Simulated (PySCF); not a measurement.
A structure optimised at PBE-D3(BJ)/def2-SVP, used in a PySCF frequency run:

```
Cu
O 1 1.7828
H 2 0.9753 1 109.92
P 1 2.1332 3 158.80 2 -179.97
H 4 1.4332 1 118.32 3 0.61
H 4 1.4361 5 96.84 1 -131.28
H 4 1.4362 5 96.83 6 -97.41
```

Task: Write its SMILES and formula.

Result: [OH][Cu]<-[PH3], CuH4OP

Task: What are its rotational constants (standard atomic weights)?

Result: 93.353, 2.4477, 2.4385 GHz
